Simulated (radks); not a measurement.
Zn, 30 electrons, occupied as [Ar] 3d10 4s2 (the NIST ground configuration). All-electron calculation, Dirac Kohn-Sham, PBE, spin-unpolarised, spherical densities, point nucleus. Program: a radial shooting solver on a logarithmic mesh with Libxc functionals.

Radial electron density D(r) = 4 pi r^2 rho(r):

```
   r/bohr * D(r) (the largest magnitude, 41.8, reaches the edge; | marks zero)
 0.002589 | *
  0.00299 |  *
 0.003453 |  *
 0.003988 |   *
 0.004606 |    *
 0.005319 |      *
 0.006193 |        *
 0.007152 |          *
  0.00826 |             *
 0.009539 |                *
  0.01102 |                   *
  0.01272 |                        *
  0.01481 |                            *
   0.0171 |                                 *
  0.01975 |                                     *
  0.02281 |                                         *
  0.02635 |                                            *
  0.03043 |                                               *
  0.03542 |                                               *
  0.04091 |                                               *
  0.04725 |                                            *
  0.05456 |                                          *
  0.06301 |                                       *
  0.07336 |                                      *
  0.08472 |                                      *
  0.09784 |                                         *
    0.113 |                                              *
   0.1305 |                                                   *
   0.1507 |                                                      *
   0.1755 |                                                     *
   0.2026 |                                                *
    0.234 |                                         *
   0.2703 |                                *
   0.3121 |                          *
   0.3605 |                        *
   0.4196 |                          *
   0.4846 |                              *
   0.5597 |                               *
   0.6464 |                              *
   0.7465 |                          *
    0.869 |                    *
    1.004 |              *
    1.159 |         *
    1.339 |     *
    1.546 |   *
    1.785 |  *
    2.078 | *
      2.4 | *
    2.772 |*
    3.201 |*
    3.697 *
     4.27 *
    4.971 *
    5.741 *
     6.63 *
    7.657 *
    8.843 *
    10.21 *
```

D(r) has 3 maxima, at r = 0.0351, 0.159, 0.569 bohr, and minima at 0.0751, 0.358 bohr, inside which lie 2.10, 10.87 electrons.
